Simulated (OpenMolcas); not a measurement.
Fe4+: input and output

Fe4+ among 4 point charges of -1.5 e arranged as a square (D4h), 2.37 Å from the ion. With inversion symmetry the input lists one of each pair of outer charges.

Input:

```
&GATEWAY
Coord
1

Fe 0.0 0.0 0.0
Basis=ANO-RCC-VDZP
Group=XYZ
NoMove
AngMom=0.0 0.0 0.0
AMFI
XField
2 Angstrom 0
2.370000 0.000000 0.000000 -1.500000
0.000000 2.370000 0.000000 -1.500000
&SEWARD
* reference wave functions (RASSCF and RASSI steps not shown): 4 electrons in 5 orbitals (3d)
>>> COPY JOB001 $Project.JobIph
&CASPT2
Multistate=5 1 2 3 4 5
NoMult
Frozen=2 3
IPEA=0.25
Imaginary=0.1
MaxIter=60
WThr=0.0 0.3 0.05
PrWF=0.5
NoMix
>>> COPY JOB002 $Project.JobIph
&CASPT2
Multistate=45 1 2 3 4 5 6 7 8 9 10 11 12 13 14 15 16 17 18 19 20 21 22
23 24 25 26 27 28 29 30 31 32 33 34 35 36 37 38 39 40 41 42 43 44 45
NoMult
Frozen=2 3
IPEA=0.25
Imaginary=0.1
MaxIter=60
WThr=0.0 0.3 0.05
PrWF=0.5
NoMix
>>> COPY JOB003 $Project.JobIph
&CASPT2
Multistate=50 1 2 3 4 5 6 7 8 9 10 11 12 13 14 15 16 17 18 19 20 21 22
23 24 25 26 27 28 29 30 31 32 33 34 35 36 37 38 39 40 41 42 43 44 45 46
47 48 49 50
NoMult
Frozen=2 3
IPEA=0.25
Imaginary=0.1
MaxIter=60
WThr=0.0 0.3 0.05
PrWF=0.5
NoMix
```

Launched by
```bash
OMP_NUM_THREADS=1 MOLCAS_MEM=1689 MOLCAS_PROJECT=a pymolcas a.inp > a.log  # once for each step of the input, in one work folder
```

Output, cut to the results:

```
--- CASPT2 ---
Orbital specifications:
      -----------------------

      Symmetry species                           1   2
                                                ag  au
      Frozen orbitals                            2   3
      Inactive orbitals                          1   3
      Active orbitals                            5   0
      Secondary orbitals                         7  13
      Deleted orbitals                           0   0
      Number of basis functions                 15  19
Type of calculation                        SS-CASPT2
      Fock operator                              state-specific
      IPEA shift                                 0.25
      Real shift                                 0.00
      Imaginary shift                            0.10
      The input orbitals will be transformed to quasi-canonical
Reference energy:       -1272.8682091996
      E2 (Non-variational):      -0.2293657061
      Shift correction:          -0.0000471046
      E2 (Variational):          -0.2294128107
      Total energy:           -1273.0976220103
      Residual norm:              0.0000002607
      Reference weight:           0.96945
      Contributions to the CASPT2 correlation energy
      Active & Virtual Only:         -0.0247249234
      One Inactive Excited:          -0.1139742596
      Two Inactive Excited:          -0.0906665231
Reference energy:       -1272.8650393891
      E2 (Non-variational):      -0.2291435156
      Shift correction:          -0.0000467791
      E2 (Variational):          -0.2291902947
      Total energy:           -1273.0942296837
      Residual norm:              0.0000002610
      Reference weight:           0.96953
      Contributions to the CASPT2 correlation energy
      Active & Virtual Only:         -0.0246093411
      One Inactive Excited:          -0.1138782454
      Two Inactive Excited:          -0.0906559290
::    CASPT2 Root  1     Total energy:  -1273.09762201
::    CASPT2 Root  2     Total energy:  -1273.09422968
::    CASPT2 Root  3     Total energy:  -1273.08114286
::    CASPT2 Root  4     Total energy:  -1273.08114286
::    CASPT2 Root  5     Total energy:  -1273.07745673
--- CASPT2 ---
Orbital specifications:
      -----------------------

      Symmetry species                           1   2
                                                ag  au
      Frozen orbitals                            2   3
      Inactive orbitals                          1   3
      Active orbitals                            5   0
      Secondary orbitals                         7  13
      Deleted orbitals                           0   0
      Number of basis functions                 15  19
Type of calculation                        SS-CASPT2
      Fock operator                              state-specific
      IPEA shift                                 0.25
      Real shift                                 0.00
      Imaginary shift                            0.10
      The input orbitals will be transformed to quasi-canonical
Reference energy:       -1272.7417606596
      E2 (Non-variational):      -0.2312384668
      Shift correction:          -0.0000495952
      E2 (Variational):          -0.2312880620
      Total energy:           -1272.9730487216
      Residual norm:              0.0000001302
      Reference weight:           0.96891
      Contributions to the CASPT2 correlation energy
      Active & Virtual Only:         -0.0232942928
      One Inactive Excited:          -0.1224799974
      Two Inactive Excited:          -0.0854641766
Reference energy:       -1272.7414059766
      E2 (Non-variational):      -0.2315685624
      Shift correction:          -0.0000502658
      E2 (Variational):          -0.2316188282
      Total energy:           -1272.9730248048
      Residual norm:              0.0000001445
      Reference weight:           0.96876
      Contributions to the CASPT2 correlation energy
      Active & Virtual Only:         -0.0234807743
      One Inactive Excited:          -0.1226912984
      Two Inactive Excited:          -0.0853964897
::    CASPT2 Root  1     Total energy:  -1272.97304872
::    CASPT2 Root  2     Total energy:  -1272.97302480
::    CASPT2 Root  3     Total energy:  -1272.97302481
::    CASPT2 Root  4     Total energy:  -1272.97254235
::    CASPT2 Root  5     Total energy:  -1272.96989905
::    CASPT2 Root  6     Total energy:  -1272.96993756
::    CASPT2 Root  7     Total energy:  -1272.96993756
::    CASPT2 Root  8     Total energy:  -1272.96958069
::    CASPT2 Root  9     Total energy:  -1272.96853670
::    CASPT2 Root 10     Total energy:  -1272.96166223
::    CASPT2 Root 11     Total energy:  -1272.96166223
::    CASPT2 Root 12     Total energy:  -1272.96958557
::    CASPT2 Root 13     Total energy:  -1272.96798367
::    CASPT2 Root 14     Total energy:  -1272.96798367
::    CASPT2 Root 15     Total energy:  -1272.96329885
::    CASPT2 Root 16     Total energy:  -1272.96329885
::    CASPT2 Root 17     Total energy:  -1272.96148472
::    CASPT2 Root 18     Total energy:  -1272.96125012
::    CASPT2 Root 19     Total energy:  -1272.95721724
::    CASPT2 Root 20     Total energy:  -1272.95666349
::    CASPT2 Root 21     Total energy:  -1272.95666349
::    CASPT2 Root 22     Total energy:  -1272.94572354
::    CASPT2 Root 23     Total energy:  -1272.94546738
::    CASPT2 Root 24     Total energy:  -1272.94546739
::    CASPT2 Root 25     Total energy:  -1272.94392398
::    CASPT2 Root 26     Total energy:  -1272.94215157
::    CASPT2 Root 27     Total energy:  -1272.94305102
::    CASPT2 Root 28     Total energy:  -1272.94146615
::    CASPT2 Root 29     Total energy:  -1272.94006071
::    CASPT2 Root 30     Total energy:  -1272.94006071
--- CASPT2 ---
Orbital specifications:
      -----------------------

      Symmetry species                           1   2
                                                ag  au
      Frozen orbitals                            2   3
...
```

Spin-orbit levels above the lowest (labels of D4, the rotations of D4h), with the averaged single-state CASPT2 energies on the diagonal:

```csv
E (cm-1),Degeneracy,Label,2S+1,g
0,1,A1,5,
1,1,A2,5,
210,2,E,5,0.00 0.00 1.55
300,1,B1,5,
1040,1,B2,5,
1140,2,E,5,0.00 0.00 6.45
1360,1,A1,5,
1360,1,A2,5,
3520,2,E,5,0.00 0.00 5.27
3530,1,A1,5,
3830,1,A2,5,
3860,2,E,5,0.00 0.00 2.86
3970,1,B1,5,
3970,1,B2,5,
4240,2,E,5,0.00 0.00 9.99
4890,1,B1,5,
4890,1,B2,5,
4990,2,E,5,0.00 0.00 3.85
5020,1,A1,5,
27190,1,A1,3,
```

Roots that are degenerate in the reference are averaged as groups; the widest CASPT2 spread within a group is 200 cm-1 (the 2-fold group of multiplicity 3 near 34000 cm-1 above the lowest state of its run). Shifts and gaps below about the spread of the groups concerned are not significant. Point charges give a weaker field than real ligands, and real ions of this kind are often low spin; the high spin found here belongs to the model. The ground term spreads over less than 5000 cm-1, several times less than with real ligands, so orbital moments are less quenched and χT lies further from the spin-only value than at real sites. Free-ion shares, where given, are those of the reference states; single-state CASPT2 does not remix them. This is an electrostatic model: the charges have no orbitals. No measured value stands beside these numbers.

The CASPT2 steps took 5 s on 1 thread of Arm Neoverse V2 (shared host); the integral step is not counted.

With an even number of electrons the g values are those of a degenerate or nearly degenerate non-Kramers pair.
